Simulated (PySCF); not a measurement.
H4NSi, SMILES [NH][SiH3] (connectivity only; charge and spin as stated), charge -1, multiplicity 1.

Coordinates come from a PBE0-D3(BJ)/def2-TZVPD optimisation. The spin state was assumed, not searched. The isomer is the one that the SMILES or the coordinates give; other isomers of the formula were not compared.

Computed with PySCF with PBE/def2-TZVPD.

Symmetry labels are those of the subgroup Cs that the program uses (full group Cs).

Task: List the valence orbital energies around the gap with their symmetry. (An estimate is asked for; the answer gives what the named calculation found.)

Result: 
| orbital | symmetry | energy (eV) |
|---|---|---|
| HOMO−7 | A' | -87.88 |
| HOMO−6 | A' | -12.94 |
| HOMO−5 | A' | -6.84 |
| HOMO−4 | A' | -3.73 |
| HOMO−3 | A" | -2.45 |
| HOMO−2 | A' | -2.38 |
| HOMO−1 | A' | 0.09 |
| HOMO | A" | 0.97 |
| LUMO | A' | 4.00 |
| LUMO+1 | A' | 4.39 |
| LUMO+2 | A' | 5.50 |
| LUMO+3 | A" | 5.63 |
